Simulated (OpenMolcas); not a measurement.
## Se+: effect of the active space

```yaml
Program: OpenMolcas 26.06
Method: CASSCF or its RAS form
Basis: ANO-R1
Scalar_Hamiltonian: X2C, finite nucleus
Spin-orbit_coupling: RASSI with atomic mean-field integrals over the reference wave functions, term energies averaged over their components
```

A. 3 electrons in 3 orbitals (4p); 2S+1 = 4 odd, 1 root; 2S+1 = 2 odd, 8 roots; cost about 1.9 core-seconds
B. 5 electrons in 4 orbitals (4s 4p); 2S+1 = 4 odd, 1 root; 2S+1 = 2 odd, 8 roots; 2S+1 = 4 even, 3 roots; 2S+1 = 2 even, 9 roots; cost of the order of 7 core-seconds
C. 5 electrons in 9 orbitals (RAS2 4s 4p; RAS3 4d, at most 2 electrons); 2S+1 = 4 odd, 1 root; 2S+1 = 2 odd, 8 roots kept (CI in the orbitals of an earlier block); 2S+1 = 4 even, 3 roots; 2S+1 = 2 even, 9 roots kept (CI in the orbitals of an earlier block); cost of the order of 26 core-seconds

Energies in cm-1 above 4s2 4p3 4S* 3/2, the measured ground level; measured values from NIST Handbook of Basic Atomic Spectroscopic Data.

```json
{"Level": "4s2 4p3 4S* 3/2", "A": "0.0", "B": "0.0", "C": "0.0", "Measured": "0.0"}
{"Level": "4s2 4p3 2D* 3/2", "A": "17365", "B": "17164", "C": "16531", "Measured": "13168"}
{"Level": "4s2 4p3 2D* 5/2", "A": "17773", "B": "17791", "C": "17032", "Measured": "13784"}
{"Level": "4s2 4p3 2P* 1/2", "A": "29423", "B": "24906", "C": "26736", "Measured": "23038"}
{"Level": "4s2 4p3 2P* 3/2", "A": "29974", "B": "25637", "C": "27351", "Measured": "23895"}
```

Deviations, from unrounded energies. A percentage is the sum of absolute deviations over the sum of measured energies, with the sign that they share, or ± where signs differ.

```csv
Against measurement,Levels,A,B,C
mean absolute deviation (cm-1),4,5200,2900,3400
other terms of the ground configuration (%),4,+27.9,+15.7,+18.6
```

B lies closest to measurement on these levels and A furthest from it. The largest miss of B in the table is 4s2 4p3 2D* 5/2, by +4000 cm-1. The ranking rests on the paired levels alone, and a cruder setting can come out closer through cancelling errors.

Among A to C the level of the table that moves most is 4s2 4p3 2P* 1/2, by 4500 cm-1 (lowest in B, highest in A).

Without dynamic correlation excited terms often stand tens of per cent too high (terms of higher spin than the ground term too low), and those without a measured partner can miss by more than the paired ones. With the s shell closed, the reference lacks s² → p² mixing (holds for A). Terms from blocks run as CI alone lack orbitals of their own (holds for C). Active for correlation alone: 4d; no level in the range computed is led by a configuration that fills it, so any true level of that kind is missing (holds for C). Computed and measured levels are paired by configuration, term and J; levels that our copy of the source lacks, or whose pairing is in doubt (as where it misses far off the trend of its configuration), stay unpaired and out of the deviations. Only configurations of the active space appear. The table leaves out levels that lie high or whose names do not pair safely across all columns.

* marks odd parity.
